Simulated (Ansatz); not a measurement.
Reaction (SMILES): O=C=N → [N]=C=O + H atom
B3LYP-D3(BJ)/def2-TZVP geometries, fixed; electronic energies without zero-point terms.
Largest species:
```
C
O 1 1.1640
N 1 1.2097 2 172.93
H 3 1.0049 1 125.93 2 -180.00
```

Core correlation in the bond dissociation energy at CCSD(T) with Ansatz (a first-principles code), in kcal/mol: frozen core against all electrons. Core-valence sets carry the plain set on hydrogen. Open shells are unrestricted.

```json
[
 {"basis": "cc-pVDZ", "functions, most": "47", "frozen core": "107.21", "all electrons": "107.48", "core term (second minus first)": "0.27"},
 {"basis": "cc-pCVDZ", "functions, most": "59", "frozen core": "107.30", "all electrons": "107.55", "core term (second minus first)": "0.25"},
 {"basis": "cc-pVTZ", "functions, most": "104", "frozen core": "114.19", "all electrons": "115.44", "core term (second minus first)": "1.25"},
 {"basis": "cc-pwCVTZ", "functions, most": "143", "frozen core": "114.18", "all electrons": "114.60", "core term (second minus first)": "0.42"},
 {"basis": "cc-pCVTZ", "functions, most": "143", "frozen core": "114.14", "all electrons": "114.55", "core term (second minus first)": "0.42"},
 {"basis": "cc-pVQZ", "functions, most": "195", "frozen core": "116.14", "all electrons": "117.03", "core term (second minus first)": "0.89"},
 {"basis": "cc-pwCVQZ", "functions, most": "282", "frozen core": "116.11", "all electrons": "116.57", "core term (second minus first)": "0.45"},
 {"basis": "cc-pCVQZ", "functions, most": "282", "frozen core": "116.10", "all electrons": "116.54", "core term (second minus first)": "0.44"}
]
```

The largest core-valence set, cc-pCVQZ, gives a core term of 0.44 kcal/mol; the valence set cc-pVQZ, which lacks functions for the core, gives 0.89.
